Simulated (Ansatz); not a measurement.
Ansatz results at the PBE0-D4/def2-TZVP geometry: HOMO–LUMO gap (ωB97M-V/def2-TZVPP) 10.83 eV; HOMO energy (PBE0/def2-TZVPP) -7.47 eV; LUMO energy (PBE0/def2-TZVPP) 0.16 eV.

Each molecule was computed in one conformer, which needn't be the lowest.

Q: Which molecule gave them?
A. `C[N](C)[Zr]([F])([F])[F]`
B. `[NH2][Zr]([Cl])([Cl])[Cl]`
C. `CC[O][Zr]([OH])([O]CC)[O]CC`
D. `[OH][Zr]([OH])([Cl])[Cl]`

A: C. The others give `C[N](C)[Zr]([F])([F])[F]`: 9.94, -7.07, -0.85; `[NH2][Zr]([Cl])([Cl])[Cl]`: 10.68, -8.40, -2.15; `[OH][Zr]([OH])([Cl])[Cl]`: 11.65, -8.93, -1.23.
